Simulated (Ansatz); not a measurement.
`F[SiH2][Si](Cl)(Cl)Cl` + `[SiH3]N[SiH3]` → `F[SiH2]N([SiH3])[SiH3]` + trichlorosilane at 700 K and 1 bar (cleavage of the Si–Si bond).

Computed with Ansatz on PBE0-D4/def2-TZVP structures; ΔE is electronic, products minus reactants. CCSD(T)/CBS adds triple-zeta CCSD(T) − MP2 to the extrapolated MP2 energy (def2 sets, frozen cores). This one scheme is used for every species. Each species was taken in one conformer, which may not be the lowest.

| species | CCSD(T)/CBS energy (Eh) | H − E (kJ/mol) | S (J/(mol·K)) |
| --- | --- | --- | --- |
| `F[SiH2][Si](Cl)(Cl)Cl` | -2058.70441 | 152.7 | 530.3 |
| `[SiH3]N[SiH3]` | -637.10515 | 245.6 | 444.2 |
| `F[SiH2]N([SiH3])[SiH3]` | -1026.67748 | 304.1 | 548.1 |
| `Cl[SiH](Cl)Cl` | -1669.16736 | 88.6 | 388.1 |

H − E and S are ideal-gas, rigid-rotor, harmonic terms from PBE0-D4/def2-TZVP, for one conformer and one mirror image of each species. 1 Eh = 2625.50 kJ/mol, R = 8.31446 J/(mol·K).

**Question.** By hand: ΔE, ΔH, ΔS and ΔG.

**Answer.** ΔE = (-1026.67748) + (-1669.16736) − (-2058.70441) − (-637.10515) = -0.03528 Eh = -92.6 kJ/mol. Δ(H − E) = 304.1 + 88.6 − 152.7 − 245.6 = -5.6, so ΔH = -98.2 kJ/mol. ΔS = 548.1 + 388.1 − 530.3 − 444.2 = -38.3 J/(mol·K). ΔG = -98.2 − 700 × (-38.3)/1000 = -71.4 kJ/mol.

**Question.** By hand: the equilibrium constant, and the temperature at which ΔG would vanish if ΔH and ΔS stayed fixed.

**Answer.** log₁₀ K = −ΔG/(RT ln 10) = 5.3. ΔG = 0 at ΔH/ΔS = 2564 K, far beyond where these terms or the molecules hold.

ΔH outweighs TΔS. A doubt of 5 kJ/mol in ΔE shifts log₁₀ K by 0.4 here. Other conformers and mirror images would add mixing entropy, several J/(mol·K) or more a flexible species. Modes under 60 cm⁻¹, often nearly free rotors, make the harmonic entropy too high. These are equilibria of isolated gas molecules and say nothing of rates. Largest T1 diagnostic: 0.012 (customary marks: 0.02 for closed shells, 0.045 for open ones).
